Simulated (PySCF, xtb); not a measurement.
AlClHI, SMILES [Cl][AlH][I].

xtb with GFN2-xTB at its own geometry gives an orbital gap of 4.82 eV and a dipole moment of 4.11 D.

Coordinates come from a B3LYP-D3(BJ)/def2-TZVP optimisation. The def2 effective core potentials stand for the cores of I; spin–orbit coupling is left out.

### Question
What does PySCF with r2SCAN/def2-TZVPD give? (An estimate is asked for; the answer gives what the named calculation found.)

### Answer
gap 5.01 eV (levels -7.18 and -2.17 eV), dipole 0.87 D.
